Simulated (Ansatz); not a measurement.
def2 core potentials replace the inner electrons of Sn.

Species: C2H6O3Sn, SMILES `C=[CH][Sn]([OH])([OH])[OH]` with one electron added (charge -1, multiplicity 2), formula C₂H₆O₃Sn.

**Question.** How many basis functions does frozen-core CCSD(T)/def2-TZVPP // PBE0-D3(BJ)/def2-SVP run with Ansatz (a first-principles code) use, how many core orbitals are frozen, and how many electrons are correlated?

**Answer.** 289 basis functions and 9 frozen orbitals, which leaves 47 correlated electrons (filled d shells below the valence shell are correlated). Core time is of the order of hours.
